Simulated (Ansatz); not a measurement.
Basis-set extrapolation for C$_{3}$H$_{7}$NOSi (`C=C1O[SiH2]C1N`) (PBE0-D4/def2-TZVP geometry, frozen core, Ansatz 0.2.0). Multiplicity 1, RHF reference.

```tsv
	def2-TZVPP	def2-QZVPP
HF	-536.015939	-536.036468
MP2 correlation	-1.048515	-1.122501
CCSD(T) correlation	-1.135589	not run
```

Energies in hartree. Use E(X) = E(∞) + A·exp(−7.88·√X) for Hartree–Fock and E(X) = E(∞) + B·X^(−2.97) for correlation, with X = 3 and 4, and add CCSD(T) minus MP2 of the smaller set to the MP2 limit.

What is the CCSD(T) energy at the basis-set limit?

HF limit: -536.036468 + (-0.020529) × 0.13774 = -536.03930. MP2 limit: -1.122501 + (-0.073986) × 0.74074 = -1.17731. Higher-order term: -1.135589 − (-1.048515) = -0.08707. Total: -537.30368 hartree, 399.5 kJ/mol below CCSD(T)/def2-TZVPP.
